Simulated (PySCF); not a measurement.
# Correlation energy of As (arsenic, neutral)

[Ar] 3d10 4s2 4p3, high-spin 4S determinant. All numbers are calculated (PySCF 2.14, the non-relativistic Hamiltonian (point nucleus), in 6-31G*). Frozen: [Ar] 3d10; 5 electrons correlated.

MP2 pair energies summed by pair of shells (mhartree):

```csv
pair,energy,share (%)
4s-4p,-34.58,64.7
4p-4p,-11.86,22.2
4s-4s,-7.01,13.1
```

Total MP2 correlation energy: -53.45 mhartree.

Same-spin part -14.07 and opposite-spin part -39.38 mhartree; SCS-MP2 scales them by 1/3 and 6/5 to -51.95 mhartree.

| level | correlation energy (mhartree) |
| --- | --- |
| CCSD | -68.01 |
| (T) | -0.81 |
| CCSD(T) | -68.82 |

Diagnostics: T1 = 0.0024, D1 = 0.0062, largest double amplitude 0.056.

Cost of the coupled-cluster step: 0.11 s of wall time on 1 thread of Neoverse-V2 (shared host), for 5 correlated electrons.
